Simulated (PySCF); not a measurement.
Below is a simulated gas-phase Cl 2p photoelectron spectrum of Ti(OiPr)Cl3, `CC(C)[O][Ti]([Cl])([Cl])[Cl]`.

Every computed line was given a Gaussian of 0.7 eV full width at half maximum and an area set by the number of equivalent atoms (split 2:1 within a doublet); the highest printed point is 100. Method: delta-SCF UKS SCAN, pcX-2 on the ionised atom (unc-x2c-TZVPall on a metal), pcseg-1 elsewhere, spin-free X2C in PySCF 2.14.0.

binding energy (eV), intensity and a bar:
```
    204.4          0 
    204.5          1 
    204.6          3 #
    204.7          6 ##
    204.8         13 ####
    204.9         24 #######
    205.0         40 ############
    205.1         60 ##################
    205.2         80 ########################
    205.3         94 ############################
    205.4        100 ##############################
    205.5         95 ############################
    205.6         80 ########################
    205.7         60 ##################
    205.8         40 ############
    205.9         24 #######
    206.0         13 ####
    206.1          7 ##
    206.2          3 #
    206.3          3 #
    206.4          5 #
    206.5          9 ###
    206.6         16 #####
    206.7         25 #######
    206.8         35 ##########
    206.9         44 #############
    207.0         49 ###############
    207.1         49 ###############
    207.2         44 #############
    207.3         35 ###########
    207.4         25 ########
    207.5         16 #####
    207.6          9 ###
    207.7          5 #
    207.8          2 #
    207.9          1 
    208.0          0 
    208.1          0
```

How many maxima does the curve show, and how many computed lines lie under it?

The curve has 2 maxima (at 205.4 and 207.1 eV). Under it lie 2 lines from 1 inequivalent chlorine site, drawn as a 2p3/2, 2p1/2 pair.

Decompose the envelope and assign each component. Bonds: Ti1–O2, Ti1–Cl13, Ti1–Cl14, Ti1–Cl15, O2–C3, C3–C4, C3–C5. Hydrogens: H6 on C3; H7, H8, H9 on C4; H10, H11, H12 on C5.

```
position (eV)  relative area      line           atoms            environment
       205.40           2.00  Cl 2p3/2  Cl13/Cl14/Cl15  chlorine bonded to Ti
       207.05           1.00  Cl 2p1/2  Cl13/Cl14/Cl15  chlorine bonded to Ti
```

What are the centre and the root-mean-square width of the whole band?

The area-weighted mean of the lines is 205.95 eV. Their own spread about it is 0.78 eV (rms) and each Gaussian has σ = 0.7/2.355 = 0.30 eV; the variances add, which gives 0.83 eV.

The curve has no shake-up lines and no vibrational structure. Topologically equivalent atoms share the value of their first member; where this conformer doesn't relate them by symmetry, their own values could differ. For 2p shells one spin-free hole was relaxed; a mean-field spin–orbit operator and the ground-state splitting of the three 2p orbitals were then diagonalised within the shell. The shell's mean is (2 × 2p3/2 + 2p1/2)/3, and the degeneracies 2j + 1 give areas of 2:1. 2p1/2 minus 2p3/2 (ligand field included): Cl 1.65 eV. Isolated species at its PBE0-D3(BJ)/def2-SVP geometry, gas phase. Metal 2p energies of this one-determinant scheme are less reliable than its 1s energies.
